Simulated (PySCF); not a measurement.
A structure optimised at PBE-D3(BJ)/def2-TZVPD, used in a PySCF frequency run:

```xyz
5

B      0.0000     0.0000     0.0000
H      0.7187    -0.7187    -0.7187
H     -0.7187    -0.7187     0.7187
H     -0.7187     0.7187    -0.7187
H      0.7187     0.7187     0.7187
```
Charge -1, spin multiplicity 1.

### Question
Write its SMILES, formula and point group.

### Answer
[BH4-], BH₄, Td

### Question
What are its rotational constants (standard atomic weights)?

### Answer
121.32, 121.32, 121.32 GHz
